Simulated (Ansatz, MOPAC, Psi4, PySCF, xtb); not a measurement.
Noncovalent pair: HCl (SMILES Cl) (first 2 atoms) with ClH3Si (SMILES [SiH3]Cl); geometry from B3LYP-D3(BJ)/def2-TZVP, rigid monomers moved along the line of their centres of mass till H2···Cl4 is 3.45 Å.
(charge 0, multiplicity 1):
```xyz
7

Cl     0.1814     0.4272    -0.0816
H     -0.0892    -0.4557     0.8177
Si    -0.0594     0.4329     4.7823
Cl    -0.5106    -1.4764     4.0849
H     -0.1541     0.3935     6.2535
H     -1.0442     1.3678     4.2111
H      1.3089     0.7623     4.3466
```

Counterpoise-corrected where a basis set is named; no monomer relaxation.

Correlated levels freeze the cores. CBS: X⁻³ extrapolation of the correlation energy, Hartree–Fock from the larger set. Rows in 6-31G* carry no dispersion term and start afresh at each structure (6-31G* with six Cartesian d functions). The state reached by PM7 isn't checked; PM7 holds dispersion and hydrogen-bond terms.

The values were computed with Ansatz (Gaussian basis) for Hartree–Fock, density functionals and correlated methods; MOPAC for PM7 (differences of heats of formation); Psi4 for SAPT; PySCF for 6-31G* rows, the dispersion terms; xtb for the GFN methods. Values without a source in brackets are computed.

| level | interaction energy (kcal/mol) |
|---|---|
| GFN-FF | -1.75 |
| PM7 | -1.57 |
| HF/6-31G* | -0.79 |
| HF/aug-cc-pV(D+d)Z | -0.72 |
| PBE/def2-TZVPPD | -0.95 |
| r2SCAN-D4/def2-TZVPPD | -1.24 |
| MP2/CBS(aug-cc-pV(D+d)Z, aug-cc-pV(T+d)Z) | ___ |
| MP2/CBS(aug-cc-pV(D+d)Z, aug-cc-pV(T+d)Z) + ΔCCSD(T)/aug-cc-pV(D+d)Z | -1.23 |
| SAPT0/jun-cc-pV(D+d)Z | ___ |

### Question
Some entries are withheld; supply them.

### Answer

- MP2/CBS(aug-cc-pV(D+d)Z, aug-cc-pV(T+d)Z), interaction energy (kcal/mol): -1.33
- SAPT0/jun-cc-pV(D+d)Z, interaction energy (kcal/mol): -1.09

Ansatz is a quantum-chemistry and plane-wave program.
